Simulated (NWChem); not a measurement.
Species: sulfur tetrafluoride (SF4); SMILES FS(F)(F)F

Computed with NWChem. Medium grid unless said otherwise, to which SCAN and Minnesota functionals are sensitive. Structure relaxed at the PBE0/def2-SVP level. Total energies of different functionals are on different scales.

```
level                                   energy (Ha)  highest occupied level (eV)  orbital gap (eV)  dipole (D)  relative time
--------------------------------------  -----------  ---------------------------  ----------------  ----------  -------------
LDA (Slater exchange, VWN5)/def2-TZVPD    -793.8793                        -8.67              5.04        0.70              1
PBE/def2-TZVPD                            -797.1957                        -8.45              5.09        0.66              1
BLYP/def2-TZVPD                           -797.7056                        -8.42              5.12        0.73              1
TPSS/def2-TZVPD                           -797.7729                        -8.56              5.28        0.66              1
r2SCAN/def2-TZVPD                         -797.5373                        -8.77              5.55        0.66              1
B3LYP/def2-TZVPD                          -797.7299                        -9.89              7.20        0.81              1
PBE0/def2-TZVPD                           -797.2019                       -10.07              7.70        0.75              1
M06-2X/def2-TZVPD                         -797.5536                       -11.64             10.25        0.86              1
CAM-B3LYP/def2-TZVPD                      -797.6437                       -11.59             10.33        0.83             10
Hartree-Fock/def2-TZVPD                   -795.3886                       -14.05             15.19        0.96              1
```

Times are rough ratios from one shared machine.
